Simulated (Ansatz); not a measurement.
`F[SiH](F)[AlH2]`. Total charge 0; spin multiplicity 1. All single points use the PBE0-D4/def2-TZVP geometry.

```xyz
7

F    -2.069   -0.425   -0.443
Si   -0.559   -0.860   -0.133
F    -0.019   -1.605   -1.443
Al    0.809    1.169    0.279
H    -0.643   -1.902    0.924
H     1.568    1.343    1.661
H     0.914    2.280   -0.846
```

Task: What is the dipole moment at PBE/def2-TZVPP? (Estimate.)

Result: Computed: 1.67 D, with components (0.97, 0.69, 1.17) D in this frame, pointing from negative to positive charge.

Task: And with r2SCAN, B3LYP, ωB97M-V? (Estimate.)

Result: The calculation gave: r2SCAN 1.72 D, B3LYP 1.84 D, ωB97M-V 1.85 D.

Task: Give the Mulliken charges with PBE, r2SCAN, B3LYP in def2-TZVPP. (Best estimate.)

Result: The calculation gave: 
| atom | PBE | r2SCAN | B3LYP |
| --- | --- | --- | --- |
| F1 | -0.27 | -0.32 | -0.32 |
| Si2 | 0.53 | 0.59 | 0.62 |
| F3 | -0.27 | -0.32 | -0.32 |
| Al4 | 0.32 | 0.47 | 0.38 |
| H5 | -0.10 | -0.11 | -0.10 |
| H6 | -0.11 | -0.16 | -0.13 |
| H7 | -0.11 | -0.16 | -0.13 |

B3LYP here is the variant with VWN-RPA as its local correlation; programs differ in this.
